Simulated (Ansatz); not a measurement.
Two structures, one formula

The two ends of one reaction step of CH5GaS, closed shell (PBE0-D4/def2-TZVP).

A:

```xyz
8
angstrom
Ga -0.8531 -1.4979 -0.3100
S 0.2922 0.7700 -1.8971
H 1.0006 0.0571 -2.7859
C -0.5020 -0.2567 1.2897
H 1.3632 1.0040 -1.1220
H -0.9753 0.7253 1.1760
H 0.5716 -0.0919 1.4437
H -0.8972 -0.7098 2.2056
```

B:

```xyz
8
angstrom
Ga 0.0014 -0.1956 -0.6316
S 1.7050 1.1188 -1.1295
H -0.5829 -1.0611 -1.7976
C -0.6212 -0.1551 1.2244
H 1.7576 0.7626 -2.4226
H -1.6706 0.1475 1.2618
H -0.0348 0.5360 1.8301
H -0.5543 -1.1530 1.6649
```

Ansatz 0.2.0; basis: def2-TZVPP; cores frozen in the correlated methods. Filled d shells of the heavier atoms are correlated. The def2 sets are not built for correlating such inner shells, so the correlated values are less sure here. B3LYP uses VWN-RPA correlation.

Task: Which structure is lower at CCSD(T), and by how much? (An estimate is asked for; the value comes from the calculation.)

Result: The calculation gives: B, by 1.621 eV (electronic energy, against the other). By their contacts, A is a complex of CH₃Ga ([CH3][Ga]) + H₂S and B is CH₅GaS ([CH3][GaH][SH]).

All methods give the same order:

| method | E(B) − E(A) (eV) |
| --- | --- |
| SPW92 | -1.647 |
| PBE-D4 | -1.446 |
| BLYP-D4 | -1.228 |
| r2SCAN-D4 | -1.682 |
| B97M-V | -1.659 |
| PBE0-D4 | -1.579 |
| B3LYP-D4 | -1.363 |
| r2SCAN0-D4 | -1.715 |
| BHLYP-D4 | -1.503 |
| CAM-B3LYP-D4 | -1.512 |
| wB97X-V | -1.656 |
| wB97M-V | -1.499 |
| B2PLYP | -1.533 |
| PBE-QIDH | -1.767 |
| RPA on PBE | -1.497 |
| HF | -1.598 |
| MP2 | -1.762 |
| CCSD | -1.611 |
| CCSD(T) | -1.621 |

T1 diagnostic: at most 0.013. The restricted Hartree–Fock reference is unstable towards an unrestricted one at one or more of these structures.

Labels in which every atom is bracketed show which atoms are joined, not bond orders.

For scale, one of the runs: CCSD(T)/def2-TZVPP, 191 basis functions, launched by `ansatz run in.yaml --threads 4 --pin off --events-out ev --progress --plain --max-ram 9574MiB`. Time: 39 s of wall clock on 4 CPU threads of an Arm Neoverse V1; the host was shared. Peak host memory: 2 GiB.
